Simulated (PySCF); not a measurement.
## Carbon: a sound run and one with changed settings

Sound run: C⁺ [He] 2s2 2p1, C²⁺ [He] 2s2. Calculation: PySCF 2.14, in pcseg-2 (4s3p2d1f, 30 functions); no relativity, point nucleus. The sound run starts from symmetry-adapted Hartree-Fock orbitals and uses a fine grid where one is needed.

Changed run: 26 angular points. This setting is unsound on purpose.

```tsv
species	method	sound run (hartree)	changed run (hartree)	converged
C⁺	UHF	-37.29263	-37.29263	yes
C⁺	r2SCAN	-37.40260	-37.40417	yes
C⁺	M06-2X	-37.42753	-37.43029	yes
C²⁺	UHF	-36.40376	-36.40376	yes
C²⁺	r2SCAN	-36.48209	-36.48209	yes
C²⁺	M06-2X	-36.52631	-36.52631	yes
```

Ionisation energy of C⁺:

| method | sound run (eV) | changed run (eV) |
| --- | --- | --- |
| UHF | 24.187 | 24.187 |
| r2SCAN | 25.048 | 25.091 |
| M06-2X | 24.523 | 24.598 |

A coarse angular grid integrates products of high-l functions wrongly, so density functionals can shift, and the SCF can exploit the error; Hartree-Fock and MP2 need no grid.

For comparison, NIST gives 24.383 eV between the lowest levels.
